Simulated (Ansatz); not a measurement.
A search over several starts for the lowest SCF solution of the cluster MoO3 at the given spin, in a small basis.

```yaml
crystal:
  periodic: [false, false, false]
  atoms:
    - {symbol: Mo, position_ang: [-0.364072, 0.212414, -0.608298]}
    - {symbol: O, position_ang: [-1.647671, 0.903698, 0.229078]}
    - {symbol: O, position_ang: [0.663230, -1.179686, 0.177618]}
    - {symbol: O, position_ang: [1.348503, 0.063573, 0.201602]}
basis:
  gaussian: {orbitals: def2-SVP, initial_orbitals: start.molden}
magnetization: {spin_polarized: true, initial_magnetization: 2}
hamiltonian: {xc: pbe0, dispersion: d4}
output: {orbitals: {seedname: orbitals}}
```

The file start.molden holds the orbitals of an earlier run on this structure, at another level or in another basis.

```sh
$ ansatz run in.yaml --threads 4 --pin off --events-out ev --progress --plain --max-ram 3916MiB
```

Output, abridged:

```
Functional definition: PBE0
714 factors; integrals over basis functions are off by at most 7.5e-4 eV
mean field evaluation 1: about -7982.3690 eV, gradient 8.0e0 eV
mean field evaluation 2: about -7982.5546 eV, gradient 2.1e-1 eV
mean field evaluation 4: about -7982.7138 eV, gradient 5.2e-3 eV
mean field evaluation 8: about -7982.7138 eV, gradient 4.9e-5 eV
mean field evaluation 16: about -7981.2479 eV, gradient 1.3e1 eV
mean field evaluation 32: about -7982.3689 eV, gradient 2.9e-2 eV
mean field -7982.71383421 eV, -293.3593225294 hartree, gradient 6.7e-6 eV, S^2 2.053434; 7 other end points of the search recorded, 0 dependent functions left out
reference -7982.71387863 eV, -293.3593241617 hartree; 20, 18 occupied and 53, 55 virtual orbitals, 714 factors
Total energy: -7982.78700591 eV, -293.3620115397 hartree
```

It took 2.7 s on 4 threads of Intel Xeon Platinum 8375C on a shared host.

In the def2 sets Mo takes a core potential; there is no spin–orbit coupling. The structure holds one bond between oxygen atoms, so isomers without such links may lie far lower. The structure comes from a short search, and lower isomers may exist.
